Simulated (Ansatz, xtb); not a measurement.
Spectroscopic constants of AlHg, multiplicity 2 (lowest of 2S+1 = 2, 4 at CCSD(T)/def2-TZVPP on PBE0 minima; our sources give no spin for the ground state, which may be another). No spin–orbit coupling.

The constants come from a fifth-degree fit in 1/R (seven points, main isotopes). In def2 and cc sets the state is the lowest found near the PBE0 minimum, followed along R.

Correlated levels freeze the inner cores; with def2 sets outer-core shells near the valence are correlated too.

Run with Ansatz (Gaussian orbitals); xtb for the GFN methods. Values without a source in brackets are computed. In def2 rows elements past Kr take small-core potentials, without spin–orbit coupling. The GFN methods have no spin term and hold the electronic entropy of 300 K.

```
level               r_e (Å)  ω_e (cm⁻¹)  ω_e x_e (cm⁻¹)  dipole (D)
------------------  -------  ----------  --------------  ----------
GFN1-xTB              2.711         219            0.23           -
PBE/def2-TZVPP        2.756         153             1.8        0.36
r2SCAN/def2-TZVPP     2.717         158             1.9        0.57
B3LYP/def2-TZVPP      2.863         116             2.1        0.27
PBE0/def2-TZVPP       2.789         141             1.9        0.59
wB97X-V/def2-TZVPP    2.917         [?]             1.9        0.70
wB97M-V/def2-TZVPP    2.842         119             1.9        0.30
CCSD(T)/def2-TZVPP      [?]         [?]             2.8           -
```

### Question
Complete the blanks.

### Answer

- CCSD(T)/def2-TZVPP, r_e (Å): 2.872
- CCSD(T)/def2-TZVPP, ω_e (cm⁻¹): 104
- wB97X-V/def2-TZVPP, ω_e (cm⁻¹): 101

Ansatz is a quantum-chemistry and plane-wave program.
